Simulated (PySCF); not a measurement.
## How methods differ on the excitation energy of Al

Al [Ne] 3s2 3p1 (2P) → Al [Ne] 3s2 3d1 (2D), as a difference of total energies. All numbers are calculated (PySCF 2.14, no relativity, point nucleus, in aug-cc-pV(T+d)Z (6s5p4d2f, 55 functions)). Correlated levels: valence: [Ne] frozen. The calculations carry no spin-orbit coupling.

```tsv
method	excitation energy (eV)
UHF	4.408
LDA	4.113
PBE	4.065
PBE0	4.231
r2SCAN	4.351
wB97M-V	4.258
revPBE	4.039
TPSS	4.235
B2PLYP	4.241
MP2 (valence)	4.414
SCS-MP2 (valence)	4.419
```

Errors of the correlated levels include the incompleteness of this basis and the frozen core.

The promoted electron is Rydberg-like, and one or two diffuse shells describe it only roughly, which tends to raise the upper state.

For comparison: 4.012 eV (measured; NIST levels, between the centres of gravity of the two terms).
